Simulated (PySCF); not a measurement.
**Worked example: the barrier**

An elementary step of SiH₄Cl₂O, singlet (SiH₂Cl₂ ([Cl][SiH2][Cl]) + H₂O → SiH₂Cl₂O ([OH][SiH]([Cl])[Cl]) + H₂; bonds formed: Si1–O7, H2–H6; bonds broken: Si1–H2, H6–O7). “Start” is the structure reached by relaxing down from the saddle towards the reactants; PBE0-D4/def2-TZVP structures. The saddle:

```
8
angstrom
Si -0.3714 -0.2499 -0.3323
H 0.9284 -0.9782 0.4475
Cl 0.0855 -1.3743 -1.9994
Cl -1.6232 -1.0620 1.0973
H -1.3070 0.7137 -0.9531
H 1.1442 0.0724 0.6791
O 0.7432 1.0741 0.2644
H 0.4002 1.8042 0.7964
```

Computed with PySCF 2.14 with density fitting (its default auxiliary sets; JK sets also for MP2 and CCSD(T)) (basis: def2-TZVPP and def2-QZVPP); correlated methods freeze the cores.

Energies in eV:

| quantity | saddle | start |
| --- | --- | --- |
| Hartree–Fock, triple zeta (X = 3) | -34972.46468 | -34974.85643 |
| Hartree–Fock, quadruple zeta (X = 4) | -34973.51524 | -34975.90157 |
| MP2 correlation, X = 3 | -21.51905 | -20.80927 |
| MP2 correlation, X = 4 | -23.50744 | -22.78557 |
| CCSD(T) correlation, X = 3 | -23.70700 | -23.07471 |

Q: Work out the barrier at the basis limit: extrapolate Hartree–Fock as E(X) = E∞ + A exp(−7.88 √X) and the MP2 correlation as E(X) = E∞ + B X^−2.97 (the exponents that Neese and Valeev fitted for def2-TZVPP and QZVPP), then add CCSD(T) − MP2 in triple zeta.

A: Each step is linear, so take the differences first (saddle − start): Hartree–Fock 2.39175 (X = 3) and 2.38633 (X = 4); MP2 correlation -0.70978 and -0.72187; CCSD(T) correlation -0.63229.
Two points give E∞ = E(4) + w [E(4) − E(3)], with w = 1/(exp(7.88 (2 − √3)) − 1) = 0.1377 for Hartree–Fock and w = 1/((4/3)^2.97 − 1) = 0.7407 for the correlation.
Hartree–Fock: 2.38633 + 0.1377 × (-0.00542) = 2.3856 eV.
MP2 correlation: -0.72187 + 0.7407 × (-0.01209) = -0.7308 eV.
CCSD(T) − MP2: -0.63229 − (-0.70978) = 0.0775 eV.
Sum: 2.3856 + (-0.7308) + 0.0775 = 1.7323 eV, or 39.95 kcal/mol. Plain CCSD(T) in triple zeta gives 1.7595 eV, so the larger basis shifts the result by -0.0272 eV.

No T1 diagnostic of these runs exceeds 0.011.

Labels in which every atom is bracketed show which atoms are joined, not bond orders.

For scale, one of the runs: CCSD(T)/def2-TZVPP, 213 basis functions, launched by `OMP_NUM_THREADS=4 python run.py`. The run took 4.5 min on 4 CPU threads of an Intel Xeon 6975P-C (shared host), with 3.1 GiB of host memory at its peak.
